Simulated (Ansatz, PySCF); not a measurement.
H₃IrO₃, multiplicity 1. Atoms are numbered in the order given.

```xyz
7

Ir    -0.0092     0.0020     0.0000
O     -0.0862     0.9061     1.5966
H      0.8169     1.0957     1.9060
O      0.1496    -1.8285     0.0000
H     -0.7452    -2.2128     0.0000
O     -0.0862     0.9061    -1.5966
H      0.8169     1.0957    -1.9060
```
Charge 0, spin multiplicity 1.

Geometry: PBE0-D3(BJ)/def2-SVP. The spin state was assumed, not searched. The def2 effective core potentials stand for the cores of Ir; spin–orbit coupling is left out. One conformer was computed; it need not be the lowest.

Vertical ionisation energy (IE) and electron affinity (EA) in eV. Rows of orbital energies are one-electron estimates. Where ΔSCF, EOM or ADC give a negative EA the extra electron is unbound and the value depends on the basis.

```json
[
 {"level": "−ε(HOMO), −ε(LUMO), CAM-B3LYP/def2-TZVPD (PySCF)", "IE": "8.10", "EA": "1.11"},
 {"level": "−ε(HOMO), −ε(LUMO), PBE/def2-TZVPD (PySCF)", "IE": "5.26", "EA": "3.20"},
 {"level": "ΔSCF, PBE0/def2-SVPD (Ansatz), final states of multiplicity 2 and 2", "IE": "8.98", "EA": "0.29"},
 {"level": "ΔSCF, PBE/def2-SVPD (Ansatz), final states of multiplicity 2 and 2", "IE": "8.82", "EA": "0.08"}
]
```

Question: What vertical singlet–triplet gap does ΔSCF give with PBE0/def2-SVPD (Ansatz, a quantum-chemistry and plane-wave program) and with PBE/def2-SVPD (Ansatz)? (An estimate is asked for; the answer gives what the named calculation found.)

Answer: 1.68 and 1.91 eV (triplet above singlet where positive).
